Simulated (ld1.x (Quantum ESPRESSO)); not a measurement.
## Pseudopotential generation for rhenium (Re): PAW, PBEsol, scalar-relativistic.

```
Element                 : rhenium (Re)
Generator               : ld1.x (Quantum ESPRESSO) 7.5
Type                    : PAW
Functional              : PBEsol
Relativity              : scalar-relativistic
Frozen core             : [Xe] 4f14
Valence charge          : 7
Reference configuration : 5d5.5 6s1.5 6p0
Partial waves           : 6s (bound): rcut 2.80, rcutus 2.95 bohr; 6s channel at 0.7 Ry: rcut 2.80, rcutus 2.95 bohr; 6p (bound, empty): rcut 2.40, rcutus 2.75 bohr; 6p channel at 0.25 Ry: rcut 2.40, rcutus 2.75 bohr; 5d (bound): rcut 1.25, rcutus 1.45 bohr; 5d channel at 1.15 Ry: rcut 1.25, rcutus 1.45 bohr
Local potential         : all-electron potential smoothed inside 1.90 bohr (lloc = -1)
Core correction         : Bessel-smoothed model core inside 0.95 bohr
Augmentation charge     : PSQ, radius 1.00 bohr
```

All-electron outer shells of the reference configuration (PBEsol, scalar-relativistic, ld1.x):

| shell | level (eV) | outermost node (bohr) | outermost maximum (bohr) |
| --- | --- | --- | --- |
| 5p | -45.98 | 0.56 | 1.06 |
| 4f | -41.19 | – | 0.41 |
| 6s | -5.64 | 1.24 | 2.57 |
| 5d | -4.68 | 0.62 | 1.43 |
| 6p | -1.15 | 1.49 | 3.70 |

Question: Does this generation succeed?

Answer: No. ld1.x (Quantum ESPRESSO) 7.5 stopped with "new_paw_hamiltonian: negative rho": the spherical valence density built from the smooth waves and the augmentation charge turned negative at some radius.
